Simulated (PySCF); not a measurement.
SiCl₂, SMILES Cl[Si]Cl (connectivity only; charge and spin as stated), neutral, multiplicity 1.

Coordinates come from a PBE0-D3(BJ)/def2-TZVP optimisation. The isomer is the one that the SMILES or the coordinates give; other isomers of the formula were not compared.

Two levels are set side by side: TDDFT-PBE/def2-SVPD (PySCF) and TDDFT-PBE0/def2-SVPD (PySCF). Vertical, same geometry. The lowest singlet is HOMO→LUMO 98 % with PBE and HOMO→LUMO 100 % with the other functional; states are paired by order. Differences are taken from unrounded values.

```csv
quantity,TDDFT-PBE0,TDDFT-PBE,TDDFT-PBE minus TDDFT-PBE0
lowest singlet excitation (eV),3.83,3.71,-0.12
lowest triplet excitation (TDA) (eV),2.26,2.32,0.07
first bright state (f over 0.05) (eV),6.88,6.49,-0.39
its oscillator strength,0.22,0.18,-0.04
```

Functionals without exact exchange tend to place singlet excitations lower, as here. Differences between two approximate levels are no errors against the true value.

Rough cost on one machine, each run with all the roots and properties that it gave: TDDFT-PBE0 against TDDFT-PBE about 3 times.
